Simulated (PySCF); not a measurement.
# Shifts of the heteroatoms

Mapped SMILES: `[CH2:1]=[CH:2][C@H:3]([CH3:4])[C:5]1=[CH:6][SiH2:7][CH2:8]1`. Each H is labelled by its parent atom. Ha(C1) is cis to C3; Ha(Si7), Ha(C8) are pro-R; Hb(Si7), Hb(C8) are pro-S; Hb(C1) is trans to C3.

Computational details: GFN2-xTB geometry, PBE0/pcSseg-1 with gauge-including orbitals, in PySCF (rapidly exchanging positions averaged, no solvent, relativity neglected, one conformer).

Question: Where does 29Si resonate?

Answer: 
```tsv
atoms	environment	σ (ppm)	δ (ppm)
Si7	silicon bonded to 2 C, 2 H, in a 4-membered ring	405.0	-52.9
```

Shieldings were converted by a linear fit to measured shifts: 29Si: δ = 279.94 − 0.822σ (rms 8.9 ppm, 72 shifts, 25.8 ppm with the 6 outliers that the fit left out vs TMS, solution or neat liquid). A few per cent of atoms miss by over 2 rms, more outside the fitted compound classes.

On a 500 MHz spectrometer 29Si resonates near 99.3 MHz, so 1 ppm is 99.3 Hz.
